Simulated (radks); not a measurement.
Task: Pm15+, 46 electrons, occupied as [Kr] 4d10 (the NIST ground configuration). All-electron calculation, Dirac Kohn-Sham, LB94 model potential, spin-unpolarised, spherical densities, finite nucleus; Fermi nuclear charge, rms radius 4.962 fm. Program: a radial shooting solver on a logarithmic mesh with Libxc functionals. Some entries of the table are withheld. Estimate them.

| orbital | occ. | eigenvalue (eV) | <r> (bohr) |
|---|---|---|---|
| 1s1/2 | 2 | -45483.09 | 0.02315 |
| 2s1/2 | 2 | (1) | 0.09828 |
| 2p1/2 | 2 | (2) | 0.08223 |
| 2p3/2 | 4 | (3) | 0.08876 |
| 3s1/2 | 2 | -1940.551 | 0.2595 |
| 3p1/2 | 2 | (4) | (5) |
| 3p3/2 | 4 | (6) | (7) |
| 3d3/2 | 4 | -1371.111 | 0.2329 |
| 3d5/2 | 6 | -1346.423 | 0.2368 |
| 4s1/2 | 2 | -631.1176 | 0.5805 |
| 4p1/2 | 2 | -567.3857 | (8) |
| 4p3/2 | 4 | -540.9093 | (9) |
| 4d3/2 | 4 | -434.7108 | 0.6410 |
| 4d5/2 | 6 | -429.6638 | 0.6490 |
| 5s1/2 | 0 | -299.6715 | 1.133 |
| 5p1/2 | 0 | -274.8963 | 1.178 |
| 5p3/2 | 0 | -266.6000 | 1.213 |

Result: 
(1) 2s1/2 eigenvalue (eV): -7680.561
(2) 2p1/2 eigenvalue (eV): -7298.337
(3) 2p3/2 eigenvalue (eV): -6732.845
(4) 3p1/2 eigenvalue (eV): -1774.728
(5) 3p1/2 <r> (bohr): 0.2491
(6) 3p3/2 eigenvalue (eV): -1661.190
(7) 3p3/2 <r> (bohr): 0.2615
(8) 4p1/2 <r> (bohr): 0.5911
(9) 4p3/2 <r> (bohr): 0.6168
